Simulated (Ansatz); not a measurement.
Gas-phase electronic energies from Ansatz, PBE0-D4/def2-TZVP geometries. CBS: MP2 limit from def2 TZ/QZ plus the TZ coupled-cluster correction, frozen cores. DFT in def2-TZVPP. def2 core potentials past Kr. For Br, Sn outer-core shells are correlated without core-valence functions, which leaves a few kJ/mol of doubt a bond. Scalar relativity is left out up to krypton. Each species was taken in one conformer, which may not be the lowest.

Reaction (redistribution): `[OH][Sn][F]` + `S=C[SiH2]Br` → `[OH][Sn][Br]` + `F[SiH2]C=S`

```csv
species,ωB97X-V energy (Eh)
`[OH][Sn][F]`,-390.04278
`S=C[SiH2]Br`,-3301.44645
`[OH][Sn][Br]`,-2864.12187
`F[SiH2]C=S`,-827.39511
```

Problem. Work out ΔE.

Solution. ΔE = (-2864.12187) + (-827.39511) − (-390.04278) − (-3301.44645) = -0.02775 Eh = -17.4 kcal/mol. CCSD(T)/CBS gives -18.4 kcal/mol.

Largest T1 diagnostic among the species: 0.018.

In def2-TZVPP, CCSD(T) changes the Hartree–Fock value by +4.1 kcal/mol (the triples alone add +0.6 kcal/mol) and MP2 by +4.2 kcal/mol. From PBE to PBE0 (25 % exact exchange), in def2-TZVPP and without D4, ΔE moves by −1.7 kcal/mol. Leaving LDA and LC-ωPBE aside and taking each functional with its dispersion term where it has one, the values, not all of them listed here, spread over 5.4 kcal/mol, from BHLYP-D4 to revPBE-D4. LDA lies −1.0 kcal/mol from PBE without D4.
